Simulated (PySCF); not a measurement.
AlClH3NO, SMILES [NH2][Al]([OH])[Cl]. The structure is a stationary point at PBE0-D3(BJ)/def2-SVP. One conformer was computed; it need not be the lowest.

Method: PBE0-D3(BJ)/def2-SVP run with PySCF.

Harmonic wavenumbers (cm⁻¹): 177, 213, 226, 255, 345, 392, 484, 503, 661, 827, 948, 1525, 3626, 3720, 4010. Rotational constants (GHz): 6.159, 3.191, 2.102; symmetry number 1.

Task: Work out the zero-point energy and the ideal-gas rigid-rotor harmonic-oscillator thermochemistry at 298.15 K and 1 atm.

Result: ZPE = ½ Σ hcν = ½ × 17912 cm⁻¹ = 107.14 kJ/mol. H − E(el) = 126.33 kJ/mol. Entropy in J/(mol K): translation 165.60, rotation 110.69, vibration 50.98, total 327.28. G − E(el) = 28.75 kJ/mol. Cp = 95.47 J/(mol K).
